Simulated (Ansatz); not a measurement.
System: SiPH$_{4}$, charge 0, doublet. SiPH4 (SMILES [SiH2]P, doublet).
B3LYP-D3(BJ)/def2-TZVP minimum from Ansatz (an electronic-structure program):
```
Si
H 1 1.4892
H 1 1.4892 2 108.42
P 1 2.2575 2 108.18 3 -117.10
H 4 1.4177 1 96.32 2 -73.60
H 4 1.4177 5 94.78 1 96.92
```
Charge 0, spin multiplicity 2.

Property: atomisation energy (electronic, to ground-state atoms), in kcal/mol. UHF or UKS for unpaired electrons; spin-orbit terms are left out. CBS(X,Y): correlation extrapolated as X^-3, Hartree-Fock from the larger set. A bracket is a step between two methods taken in the basis named. The functionals are non-relativistic, so their misses hold any scalar relativity. Double hybrids freeze cores in their MP2 part. '+ core + X2C': CCSD(T) terms for core correlation (cc-pwCVTZ, 1s frozen past Ne) and scalar relativity (cc-pVTZ-DK). Where a partner has so few electrons that a lower coupled-cluster level is exact, that level stands in.

CCSD(T)/CBS(cc-pV(T+d)Z,cc-pV(Q+d)Z) + [CCSDT(Q) - CCSD(T)]/cc-pV(T+d)Z + core + X2C (Ansatz) gives 363.5 kcal/mol.

Question: How far off this value is PBE/def2-TZVPD (Ansatz), in which direction, and which of these levels come nearer: r2SCAN/def2-TZVPD, PBE0/def2-TZVPD, B2PLYP/def2-TZVPD, CCSD(T)/CBS(cc-pV(T+d)Z,cc-pV(Q+d)Z) + core + X2C?

Answer: PBE gives 361.8 kcal/mol, 1.7 kcal/mol below it. Differences of the others: r2SCAN/def2-TZVPD (Ansatz) 2.5; PBE0/def2-TZVPD (Ansatz) -3.8; B2PLYP/def2-TZVPD (Ansatz) -6.6; CCSD(T)/CBS(cc-pV(T+d)Z,cc-pV(Q+d)Z) + core + X2C (Ansatz) -0.3 kcal/mol. Nearer than PBE: CCSD(T)/CBS(cc-pV(T+d)Z,cc-pV(Q+d)Z) + core + X2C.
